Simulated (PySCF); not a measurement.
## Worked example: entropy of an ideal gas

OPb, SMILES [O]=[Pb] (connectivity only; charge and spin as stated), neutral, multiplicity 1.

Coordinates come from a PBE0-D3(BJ)/def2-TZVP optimisation. The def2 effective core potentials stand for the cores of Pb; spin–orbit coupling is left out.

PBE0-D3(BJ)/def2-TZVP run with PySCF gives the harmonic wavenumbers 788 cm⁻¹ and the rotational temperature 0.4507 K. The molar mass is 223.20 g/mol, the symmetry number 1, the spin multiplicity 1.

Task: Work out the entropy at 298.15 K and 1 atm in the rigid-rotor, harmonic-oscillator model.

Result: 
Translation (Sackur–Tetrode at 1 atm): S = R[1.5 ln M + 2.5 ln T − 1.16487] = 176.2 J/(mol K).
Rotation: q = T/(σ θ) = 662, S = R[ln q + 1] = 62.3 J/(mol K).
Vibration: with u = 1.4388 ν/T, each mode gives R[u/(e^u − 1) − ln(1 − e^−u)]:
```
ν (cm⁻¹)  modes     u  S (J/(mol K))
--------  -----  ----  -------------
788           1  3.80           0.91
```
These are all the modes. Sum 0.9 J/(mol K).
Spin: R ln 1 = 0.0 J/(mol K).
Total 239.4 J/(mol K); the program's own thermochemistry gives 239.4. Translation makes up 74 % and vibration 0 %. Anharmonicity, hindered rotation and orbital degeneracy are left out.
